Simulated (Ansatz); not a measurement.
A made-up structure of BSiH3ClO (charge +1), singlet:

O1  (-0.570, 1.521, -1.137)
B2  (-0.245, 0.504, -0.412)
Si3  (0.857, -0.533, 0.803)
Cl4  (-1.157, -1.125, -0.134)
H5  (-1.383, 1.561, -1.659)
H6  (0.640, -0.454, 2.257)
H7  (-0.050, 2.332, -1.022)
(Å)

It is relaxed with PBE-D4/def2-SVP and then PBE0-D4/def2-TZVP (Ansatz 0.2.0). Atoms count as bonded within 1.22 times the sum of their covalent radii (H–H: 0.88 Å). The end point is not checked to be a true minimum.

(1) Does its bonding change? (Judge from chemistry; the calculation decides.)

Answers

(1) The calculation gives: Yes. Formed: none; broken: Si3–Cl4.

Where it ends: The first stage lowers the energy by 1.72 eV in 9 steps. It ends as BSiH₃ClO ([OH2][B]([SiH])[Cl]), total charge +1:
| atom | x (Å) | y (Å) | z (Å) |
| --- | --- | --- | --- |
| O1 | -0.5554 | 1.4056 | -0.9525 |
| B2 | -0.2944 | 0.1272 | -0.2522 |
| Si3 | 1.3281 | -0.4565 | 0.8201 |
| Cl4 | -1.5546 | -0.9994 | -0.5513 |
| H5 | -1.3677 | 1.5430 | -1.4767 |
| H6 | 0.5058 | 0.0078 | 2.0180 |
| H7 | 0.0291 | 2.1789 | -0.9074 |

Labels in which every atom is bracketed show which atoms are joined, not bond orders.

For scale, one of the runs: PBE0-D4/def2-TZVP relaxation, 154 basis functions, launched by `ansatz run in.yaml --threads 2 --pin off --events-out ev --progress --plain --max-ram 4352MiB`. Hardware: 2 CPU threads of an Arm Neoverse V1, shared host. Wall time about 31 s.
